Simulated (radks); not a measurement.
The numbers below are computed, except where a source is named.
P, 15 electrons, occupied as [Ne] 3s2 3p3. Code: a radial shooting solver on a logarithmic mesh with Libxc functionals. Model: scalar-relativistic Kohn-Sham, PBEsol, spin-polarised, spherical densities, finite nucleus; open shells are filled with parallel spins first; Fermi nuclear charge, rms radius 3.1889 fm; hard spherical wall at 3.5 bohr.

Unscreened Slater integrals over Kohn-Sham orbitals (hartree). They are taken over the spin-up orbitals. Empty in this configuration: 3d.

\begin{tabular}{lr}
integral & value \\ \hline
F0(3p,3p) & 0.49379 \\
F2(3p,3p) & 0.26852 \\
F0(3p,3s) & 0.50697 \\
G1(3p,3s) & 0.35177 \\
F0(3p,2p) & 0.64739 \\
F2(3p,2p) & 0.11205 \\
G0(3p,2p) & 0.046739 \\
G2(3p,2p) & 0.045546 \\
F0(3p,2s) & 0.64077 \\
G1(3p,2s) & 0.036115 \\
F0(3p,3d) & 0.47891 \\
F2(3p,3d) & 0.26325 \\
G1(3p,3d) & 0.32714 \\
G3(3p,3d) & 0.21032 \\
F0(3s,3s) & 0.52217 \\
F0(3s,2p) & 0.67870 \\
G1(3s,2p) & 0.049288 \\
F0(3s,2s) & 0.67392 \\
G0(3s,2s) & 0.039347 \\
F0(3s,3d) & 0.49079 \\
G2(3s,3d) & 0.25733 \\
F0(2p,2p) & 1.8842 \\
F2(2p,2p) & 0.86641 \\
F0(2p,2s) & 1.7956 \\
G1(2p,2s) & 1.0675 \\
F0(2p,3d) & 0.58327 \\
F2(2p,3d) & 0.083440 \\
G1(2p,3d) & 0.045045 \\
G3(2p,3d) & 0.025111 \\
F0(2s,2s) & 1.7378 \\
F0(2s,3d) & 0.58312 \\
G2(2s,3d) & 0.034360 \\
F0(3d,3d) & 0.46756 \\
F2(3d,3d) & 0.26218 \\
F4(3d,3d) & 0.17648 \\
\end{tabular}

Derived for the open shells (J is the average intra-shell exchange parameter used in DFT+U). 3p: J = F2/5 = 0.05370 hartree.
